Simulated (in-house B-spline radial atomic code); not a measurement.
A fraction x of an electron is removed from 3p in the scandium ion Sc⁵⁺, starting from [Ne] 3s2 3p4 and keeping the highest spin. Method: scalar-relativistic (X2C) r2SCAN0, spin-polarised, spherical fractional occupations, Fermi nucleus of rms radius 3.5459 fm. Calculated with a B-spline radial code for spherical atoms.

Caution: exact exchange at fractional occupations of open shells leaves self-interaction of up to several eV.

| x | E(x) - E(0) (eV) | 3p down level (eV) |
| --- | --- | --- |
| 0 | 0.0000 | -100.234 |
| 0.08 | 8.0722 | -101.570 |
| 0.22 | 22.4555 | -103.907 |
| 0.28 | 28.7199 | -104.908 |
| 0.41 | 42.4988 | -107.074 |
| 0.5 | 52.2028 | -108.570 |
| 0.54 | 56.5589 | -109.234 |
| 0.63 | 66.4570 | -110.724 |
| 0.76 | 80.9908 | -112.871 |
| 0.97 | 105.0583 | -116.356 |
| 1 | 108.5567 | - |

The exact functional would give a straight line between the two integer points. Deviations E(x) - E(0) - x[E(1) - E(0)], in eV: -0.612 at x = 0.08, -1.427 at x = 0.22, -1.676 at x = 0.28, -2.009 at x = 0.41, -2.076 at x = 0.5, -2.062 at x = 0.54, -1.934 at x = 0.63, -1.512 at x = 0.76, -0.242 at x = 0.97.

The curve lies below the straight line by up to 2.076 eV (at x = 0.5): convex, the delocalisation error, to which spherically averaged exact exchange adds.

(1) How well does Slater's transition state (minus the level at half occupation) give the ionisation energy?

## Answers

(1) It gives 108.570 eV against 108.557 eV from the two total energies; NIST lists 110.68 eV, ground level to ground level. The end point has an open shell averaged over its orbitals, so its exact exchange keeps a self-interaction and this is no true integer point.
